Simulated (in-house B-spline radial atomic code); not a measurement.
A fraction x of an electron is removed from 4s in the bromine ion Br⁵⁺, starting from [Ar] 3d10 4s2 and keeping the highest spin. All numbers are computed (non-relativistic r2SCAN, spin-polarised, spherical fractional occupations; point nucleus) with a B-spline radial code for spherical atoms, not measured.

| x | E(x) - E(0) (eV) | 4s down level (eV) |
| --- | --- | --- |
| 0 | 0.0000 | -80.065 |
| 0.06 | 4.8265 | -80.818 |
| 0.19 | 15.4378 | -82.427 |
| 0.37 | 30.4704 | -84.584 |
| 0.4 | 33.0132 | -84.934 |
| 0.5 | 41.5640 | -86.077 |
| 0.54 | 45.0161 | -86.525 |
| 0.71 | 59.8843 | -88.385 |
| 0.87 | 74.1635 | -90.100 |
| 0.88 | 75.0650 | -90.205 |
| 1 | 85.9612 | - |

The exact functional would give a straight line between the two integer points. Deviations E(x) - E(0) - x[E(1) - E(0)], in eV: -0.331 at x = 0.06, -0.895 at x = 0.19, -1.335 at x = 0.37, -1.371 at x = 0.4, -1.417 at x = 0.5, -1.403 at x = 0.54, -1.148 at x = 0.71, -0.623 at x = 0.87, -0.581 at x = 0.88.

The curve lies below the straight line by up to 1.417 eV (at x = 0.5): convex, the delocalisation error that favours fractional charges.

(1) How well does Slater's transition state (minus the level at half occupation) give the ionisation energy?

## Answers

(1) It gives 86.077 eV against 85.961 eV from the two total energies; NIST lists 87.39 eV, ground level to ground level.
